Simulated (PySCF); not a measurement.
**Correlation energy of F⁻ (fluorine, charge -1)**

[Ne], closed-shell 1S. Calculation: PySCF 2.14, in aug-cc-pVQZ (6s5p4d3f2g, 80 functions); no relativity, point nucleus. Frozen: 1s2; 8 electrons correlated.

| level | correlation energy (mhartree) |
| --- | --- |
| CCSD | -308.36 |
| (T) | -11.25 |
| CCSD(T) | -319.61 |

Diagnostics: T1 = 0.020, D1 = 0.0317, largest double amplitude 0.036.

Is a single reference adequate?

Yes: T1 lies below 0.03 and no double amplitude reaches 0.07.
